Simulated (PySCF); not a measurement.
C₆ coefficients of unlike pairs at PBE0

Calculated with PySCF 2.14 from the dipole response of each species, C₆(A,B) = (3/π) ∫ α_A(iu) α_B(iu) du, in atomic units, from isotropic polarisabilities. For ions this is the dispersion term alone; charge-induced terms of lower order in 1/R come first.

```
species           configuration                                                                                    basis     relativity  α (bohr³)  C₆ (like pair)
   Br²⁺  [Ar] 3d10 4s2 4p3 (4S)                x2c-TZVPPall with one added diffuse shell each of s, p, d type (7s6p5d1f)  spin-free X2C      8.238           39.01
   Co²⁺           [Ar] 3d7 (4F)  aug-cc-pwCVTZ-DK with one added diffuse shell each of s, p, d, f, g type (11s10p8d5f4g)  spin-free X2C      3.494           9.976
   Mg²⁺               [Ne] (1S)                                                                     aug-cc-pVDZ (5s4p2d)           none     0.1509         0.03943
   Cl³⁺       [Ne] 3s2 3p2 (3P)                                                                  dyall-av3z (19s12p3d2f)           none      4.348           11.80
```

Task: Estimate C₆ for Cl³⁺ with Co²⁺.

Result: The integral gives 10.56. The combination rule 2 C_A C_B / (C_A α_B/α_A + C_B α_A/α_B) gives 10.75 and the geometric mean 10.85.

No spin-orbit coupling is included.

The other pairs:

| pair | C₆ |
| --- | --- |
| Cl³⁺, Mg²⁺ | 0.6106 |
| Mg²⁺, Br²⁺ | 1.088 |
| Mg²⁺, Co²⁺ | 0.6088 |
| Co²⁺, Br²⁺ | 19.03 |
| Cl³⁺, Br²⁺ | 21.43 |
